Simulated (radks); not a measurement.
Species: Rb+. Configuration: [Kr] (the NIST ground configuration). Calculated with a radial shooting solver on a logarithmic mesh with Libxc functionals: Dirac Kohn-Sham, OLYP, spin-unpolarised, spherical densities, finite nucleus; Fermi nuclear charge, rms radius 4.2036 fm.

Normalised radial functions P(r) = r R(r) (large component), r in bohr:

| r | 3d5/2 | 4s1/2 |
|---|---|---|
| 0.003937 | 0.0001 | 0.0762 |
| 0.005127 | 0.0001 | 0.0937 |
| 0.006676 | 0.0003 | 0.1135 |
| 0.008693 | 0.0006 | 0.1347 |
| 0.01132 | 0.0012 | 0.1553 |
| 0.01474 | 0.0025 | 0.1719 |
| 0.01919 | 0.0052 | 0.1794 |
| 0.02519 | 0.0110 | 0.1698 |
| 0.0328 | 0.0222 | 0.1350 |
| 0.04271 | 0.0437 | 0.0678 |
| 0.05562 | 0.0833 | -0.0326 |
| 0.07242 | 0.1527 | -0.1535 |
| 0.09431 | 0.2670 | -0.2612 |
| 0.1228 | 0.4401 | -0.3021 |
| 0.1612 | 0.6829 | -0.2170 |
| 0.2099 | 0.9580 | 0.0026 |
| 0.2733 | 1.2140 | 0.2842 |
| 0.3559 | 1.3664 | 0.4696 |
| 0.4634 | 1.3429 | 0.3994 |
| 0.6034 | 1.1336 | 0.0405 |
| 0.7857 | 0.8042 | -0.4562 |
| 1.031 | 0.4590 | -0.8507 |
| 1.343 | 0.2107 | -0.9393 |
| 1.749 | 0.0724 | -0.7414 |
| 2.277 | 0.0172 | -0.4254 |
| 2.965 | 0.0026 | -0.1749 |
| 3.86 | 0.0002 | -0.0507 |
| 5.027 | 0.0000 | -0.0092 |

3d5/2: eigenvalue -109.89 eV, 0 radial nodes, <r> = 0.525 bohr, 90 % of the charge inside 0.855 bohr. 4s1/2: eigenvalue -37.645 eV, 3 radial nodes at r = 0.0515, 0.209, 0.617 bohr, <r> = 1.45 bohr, 90 % of the charge inside 2.14 bohr.
